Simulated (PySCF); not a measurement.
C5H7F3SSi2, SMILES FC(F)(F)[SiH2][SiH2]c1cccs1, GFN2-xTB optimised geometry.

```
18

F     -2.52    -3.40    -1.00
C     -1.66    -3.46     0.05
F     -1.11    -4.68     0.02
F     -2.43    -3.41     1.15
Si    -0.36    -2.01     0.00
Si    -1.66    -0.09     0.00
C     -0.46     1.35     0.00
C      0.90     1.35     0.00
C      1.47     2.64     0.00
C      0.53     3.62     0.00
S     -1.06     2.98     0.00
H      0.47    -2.33     1.17
H      0.42    -2.36    -1.19
H     -2.52     0.02    -1.20
H     -2.53     0.03     1.18
H      1.48     0.45     0.00
H      2.53     2.83     0.00
H      0.67     4.68     0.00
```

Density from B3LYP/def2-SVP run with PySCF at that geometry.

Minimum of the electron density along straight lines between bonded atoms, close to the bond critical point (lines longer than 1.1 times the sum of covalent radii, or with two minima, are not listed):

```csv
bond,length / Å,ρ at the minimum / e bohr⁻³,∇²ρ there / e bohr⁻⁵,position (fraction from the first atom)
F1–C2,1.353,0.265,-0.21,0.66
C2–F3,1.345,0.269,[?],0.34
C2–F4,1.353,0.265,-0.21,0.34
C2–Si5,1.943,0.107,0.31,0.62
Si6–C7,1.874,0.112,[?],0.38
C7–C8,1.367,0.320,-0.80,0.51
C8–C9,1.410,0.299,[?],0.50
C9–C10,1.358,0.325,-0.83,0.49
C7–S11,1.735,0.210,-0.42,0.46
C10–S11,1.715,0.219,-0.49,0.47
Si5–H12,1.467,0.117,0.32,0.49
Si5–H13,1.467,0.117,0.32,0.49
Si6–H14,1.471,0.116,0.32,0.49
Si6–H15,1.471,0.116,0.32,0.49
C8–H16,1.077,0.284,-1.08,0.63
C9–H17,1.075,0.285,-1.10,0.63
C10–H18,1.072,0.287,-1.13,0.64
```

Problem. Complete the blanks.

Solution. 
- C2–F3, ∇²ρ there / e bohr⁻⁵: -0.17
- Si6–C7, ∇²ρ there / e bohr⁻⁵: 0.37
- C8–C9, ∇²ρ there / e bohr⁻⁵: -0.75
